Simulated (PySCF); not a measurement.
PySCF input (MN15/def2-TZVPD):

```python
from pyscf import gto, scf, dft

mol = gto.M(
    atom='''
    Al    0.26089531    0.21329292    0.23677331
    O     1.18655868   -0.44770898   -0.94995563
    F    -1.43156761    0.08987376    0.50239912
    ''',
    basis='def2-tzvpd',
    charge=-1,
    spin=1,
    verbose=4,
)

mf = dft.UKS(mol, xc='mn15').density_fit(auxbasis='def2-universal-jkfit')
mf.grids.level = 4
mf.conv_tol = 1e-9
mf.max_cycle = 100
mf.max_memory = 1500
mf.kernel()
if not mf.converged:
    mf = mf.newton()
    mf.kernel(mf.make_rdm1())
for _ in range(2):
    mo, _, stable, _ = mf.stability(return_status=True)
    if stable:
        break
    mf.kernel(mf.make_rdm1(mo, mf.mo_occ))
mf.analyze()
```

End of the output:

```
Extra cycle  E= -417.450532283072  delta_E= -4.9e-11  |g|= 4.36e-06  |ddm|= 2.84e-05
converged SCF energy = -417.450532283072  <S^2> = 0.75361152  2S+1 = 2.0036083
uhf_internal: lowest eigs of H = [0.15885617 0.16334885 0.21844511]
<class 'pyscf.df.df_jk.DFUKS'> wavefunction is stable in the internal stability analysis
**** SCF Summaries ****
Total Energy =                        -417.450532283072221
Nuclear Repulsion Energy =              82.051563010030804
One-electron Energy =                 -751.745031760451411
Two-electron Energy =                  252.242936467348386
Two-electron Coulomb Energy =          289.940215539915357
DFT Exchange-Correlation Energy =      -37.697279072566985
HOMO-LUMO gap [eV] =                     3.509504628458052
**** MO energy ****
                             alpha | beta                alpha | beta
MO #1   energy= -55.0281894164771  | -55.0272571971674  occ= 1 | 1
MO #2   energy= -24.0550318785526  | -24.0539492709979  occ= 1 | 1
MO #3   energy= -18.5373102553157  | -18.5345685852439  occ= 1 | 1
MO #4   energy= -3.83964935219562  | -3.83735289250116  occ= 1 | 1
MO #5   energy= -2.52587435868901  | -2.52396651400946  occ= 1 | 1
MO #6   energy= -2.52388062350773  | -2.52061542310656  occ= 1 | 1
MO #7   energy= -2.51702729190299  | -2.51613043586465  occ= 1 | 1
MO #8   energy= -0.981557344536853 | -0.978873620971164 occ= 1 | 1
MO #9   energy= -0.679157179494155 | -0.67113785377181  occ= 1 | 1
MO #10  energy= -0.319561373644286 | -0.313092229884099 occ= 1 | 1
MO #11  energy= -0.272162353091239 | -0.271052905081864 occ= 1 | 1
MO #12  energy= -0.271888333663483 | -0.269056372867507 occ= 1 | 1
MO #13  energy= -0.152863768135116 | -0.131525485706709 occ= 1 | 1
MO #14  energy= -0.0979911736386051 | -0.0938703505150234 occ= 1 | 1
MO #15  energy= -0.0961680660108782 | -0.0894480433529861 occ= 1 | 1
MO #16  energy= -0.0211852133926556 | 0.107786703946601  occ= 1 | 0
MO #17  energy= 0.162124742583478  | 0.204284004622536  occ= 0 | 0
MO #18  energy= 0.185378546904639  | 0.212495917530311  occ= 0 | 0
MO #19  energy= 0.19433080325729   | 0.225726444296369  occ= 0 | 0
MO #20  energy= 0.198271770811842  | 0.244068918866696  occ= 0 | 0
MO #21  energy= 0.239604464452649  | 0.257389713123421  occ= 0 | 0
MO #22  energy= 0.243892698338755  | 0.259996719987082  occ= 0 | 0
MO #23  energy= 0.247721429734276  | 0.261066400665843  occ= 0 | 0
MO #24  energy= 0.253314263573249  | 0.277264645952373  occ= 0 | 0
MO #25  energy= 0.269568309866646  | 0.284548868768502  occ= 0 | 0
MO #26  energy= 0.295401499677843  | 0.309207599421555  occ= 0 | 0
MO #27  energy= 0.317075405725922  | 0.326348532065849  occ= 0 | 0
MO #28  energy= 0.325257491654116  | 0.338396670306141  occ= 0 | 0
MO #29  energy= 0.345400547958993  | 0.357656283268485  occ= 0 | 0
MO #30  energy= 0.367701511305235  | 0.374467322287166  occ= 0 | 0
MO #31  energy= 0.372450077266747  | 0.381033705931928  occ= 0 | 0
MO #32  energy= 0.433136468755507  | 0.465434371099949  occ= 0 | 0
MO #33  energy= 0.435987577815517  | 0.469843971776308  occ= 0 | 0
MO #34  energy= 0.451709180870182  | 0.479652273673435  occ= 0 | 0
MO #35  energy= 0.460498332129017  | 0.484042791054626  occ= 0 | 0
MO #36  energy= 0.470187686374788  | 0.494518548477927  occ= 0 | 0
MO #37  energy= 0.497080385973674  | 0.513748060089585  occ= 0 | 0
MO #38  energy= 0.514041241256421  | 0.521681831570412  occ= 0 | 0
MO #39  energy= 0.517111274882763  | 0.535322237279052  occ= 0 | 0
MO #40  energy= 0.537571294013707  | 0.56220697775836   occ= 0 | 0
MO #41  energy= 0.623193402419624  | 0.641965274637958  occ= 0 | 0
MO #42  energy= 0.680283275232123  | 0.690047905918204  occ= 0 | 0
MO #43  energy= 0.689992369301367  | 0.701002014974794  occ= 0 | 0
MO #44  energy= 0.703045083161422  | 0.72279361485581   occ= 0 | 0
MO #45  energy= 0.740278503785042  | 0.746658186543706  occ= 0 | 0
MO #46  energy= 0.741465016640663  | 0.746851693927092  occ= 0 | 0
MO #47  energy= 0.761547960842721  | 0.763065446372373  occ= 0 | 0
MO #48  energy= 0.774974303493266  | 0.797912227932075  occ= 0 | 0
MO #49  energy= 0.817149303254079  | 0.833685391215223  occ= 0 | 0
MO #50  energy= 0.828723492079478  | 0.834611224336354  occ= 0 | 0
MO #51  energy= 0.862173196945331  | 0.867431687703772  occ= 0 | 0
MO #52  energy= 0.904999560692     | 0.919480595755705  occ= 0 | 0
MO #53  energy= 0.940522151372348  | 0.987766713504033  occ= 0 | 0
MO #54  energy= 0.959422066852667  | 1.02708556379909   occ= 0 | 0
MO #55  energy= 0.974984561351277  | 1.03497019372077   occ= 0 | 0
MO #56  energy= 0.999834947207371  | 1.04244668977271   occ= 0 | 0
MO #57  energy= 1.01737358387485   | 1.06200219265548   occ= 0 | 0
MO #58  energy= 1.03089091295529   | 1.079480714214     occ= 0 | 0
MO #59  energy= 1.0316718001318    | 1.10459057557957   occ= 0 | 0
MO #60  energy= 1.06808928504276   | 1.12651792891215   occ= 0 | 0
MO #61  energy= 1.07054872007627   | 1.12949690086411   occ= 0 | 0
MO #62  energy= 1.11250822293727   | 1.14938199132838   occ= 0 | 0
MO #63  energy= 1.14627602980541   | 1.16337166391941   occ= 0 | 0
MO #64  energy= 1.20164280404491   | 1.26528463182873   occ= 0 | 0
MO #65  energy= 1.23105603074104   | 1.26748644298271   occ= 0 | 0
MO #66  energy= 1.26868039700267   | 1.29140556853805   occ= 0 | 0
MO #67  energy= 1.33513596727181   | 1.34240726070811   occ= 0 | 0
MO #68  energy= 1.36494338003789   | 1.3821039249755    occ= 0 | 0
MO #69  energy= 1.36858697095491   | 1.39016403455137   occ= 0 | 0
MO #70  energy= 1.41291072840221   | 1.48813005325766   occ= 0 | 0
MO #71  energy= 1.47603696645521   | 1.53626711320606   occ= 0 | 0
MO #72  energy= 1.66607210340937   | 1.69410690792723   occ= 0 | 0
MO #73  energy= 2.05360044063816   | 2.05660226550025   occ= 0 | 0
MO #74  energy= 2.06388506416971   | 2.06819071877632   occ= 0 | 0
MO #75  energy= 2.19957990438069   | 2.21639307815161   occ= 0 | 0
MO #76  energy= 2.23957183324709   | 2.27696660584383   occ= 0 | 0
MO #77  energy= 2.26092771856387   | 2.34207283041949   occ= 0 | 0
MO #78  energy= 2.30951834192295   | 2.3514653905277    occ= 0 | 0
MO #79  energy= 2.49166580033022   | 2.49082154347988   occ= 0 | 0
MO #80  energy= 2.49816333224101   | 2.49914122731629   occ= 0 | 0
MO #81  energy= 2.51069668939694   | 2.52130631672037   occ= 0 | 0
MO #82  energy= 2.56161280282436   | 2.57112256772936   occ= 0 | 0
MO #83  energy= 2.58997391797785   | 2.59634628858438   occ= 0 | 0
MO #84  energy= 2.73017453698287   | 2.75305214975812   occ= 0 | 0
MO #85  energy= 2.86540137715851   | 2.86834022561452   occ= 0 | 0
MO #86  energy= 3.01567160230653   | 3.0144496946501    occ= 0 | 0
MO #87  energy= 3.12071079057515   | 3.13429393816509   occ= 0 | 0
MO #88  energy= 3.36849806193113   | 3.37386001628852   occ= 0 | 0
MO #89  energy= 3.57369006068524   | 3.56969957984901   occ= 0 | 0
MO #90  energy= 3.61990641283299   | 3.62126807339823   occ= 0 | 0
MO #91  energy= 3.74171832795989   | 3.7597200626211    occ= 0 | 0
MO #92  energy= 3.88812679832525   | 3.89749597457261   occ= 0 | 0
MO #93  energy= 4.37089763428075   | 4.37237529000336   occ= 0 | 0
MO #94  energy= 5.33846123940869   | 5.33408980950211   occ= 0 | 0
MO #95  energy= 5.33852949735771   | 5.33412372182286   occ= 0 | 0
MO #96  energy= 5.37306215268712   | 5.37572322532535   occ= 0 | 0
MO #97  energy= 5.3811820708979    | 5.38365215416419   occ= 0 | 0
MO #98  energy= 5.42214124749411   | 5.42543244939669   occ= 0 | 0
MO #99  energy= 5.43835489011521   | 5.44658982026415   occ= 0 | 0
MO #100 energy= 5.48187807154186   | 5.49032207388272   occ= 0 | 0
MO #101 energy= 6.54022698767406   | 6.5387904994121    occ= 0 | 0
MO #102 energy= 6.54385757013582   | 6.54311816942275   occ= 0 | 0
MO #103 energy= 6.66304705211278   | 6.67141688613107   occ= 0 | 0
MO #104 energy= 6.71449403289824   | 6.72875281793117   occ= 0 | 0
[...]
```
